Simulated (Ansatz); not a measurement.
`FC[SiH2][SnH2][F]` and `FC[SiH3]` differ in one atom or group.

Ansatz, PBE0-D4/def2-TZVP geometries, multiplicity 1. Each molecule was computed in one conformer, which needn't be the lowest.

Elements past krypton have def2 core potentials.

```csv
property,`FC[SiH2][SnH2][F]`
HOMO–LUMO gap (PBE/def2-TZVPP) / eV,5.14
HOMO energy (PBE/def2-TZVPP) / eV,-6.99
size of the dipole moment (B3LYP/def2-TZVPP) / D,4.27
size of the dipole moment (ωB97M-V/def2-TZVPP) / D,4.28
HOMO energy (B3LYP/def2-TZVPP) / eV,-7.99
HOMO–LUMO gap (ωB97M-V/def2-TZVPP) / eV,10.72
```

Problem. What does the change do to each property? (An estimate is asked.)

Solution. Computed: 
| property | `FC[SiH3]` | shift |
| --- | --- | --- |
| HOMO–LUMO gap (PBE/def2-TZVPP) / eV | 6.90 | 1.76 |
| HOMO energy (PBE/def2-TZVPP) / eV | -7.21 | -0.22 |
| size of the dipole moment (B3LYP/def2-TZVPP) / D | 1.58 | -2.69 |
| size of the dipole moment (ωB97M-V/def2-TZVPP) / D | 1.57 | -2.71 |
| HOMO energy (B3LYP/def2-TZVPP) / eV | -8.51 | -0.52 |
| HOMO–LUMO gap (ωB97M-V/def2-TZVPP) / eV | 13.08 | 2.36 |

With PBE0 the HOMO falls by 0.55 eV and the LUMO rises by 1.59 eV, so the gap widens by about 2.14 eV. PBE moves the HOMO by -0.22 eV and ωB97M-V by -0.84 eV. Dipoles are sizes alone; their direction can turn.

B3LYP here is the variant with VWN-RPA as its local correlation; programs differ in this.
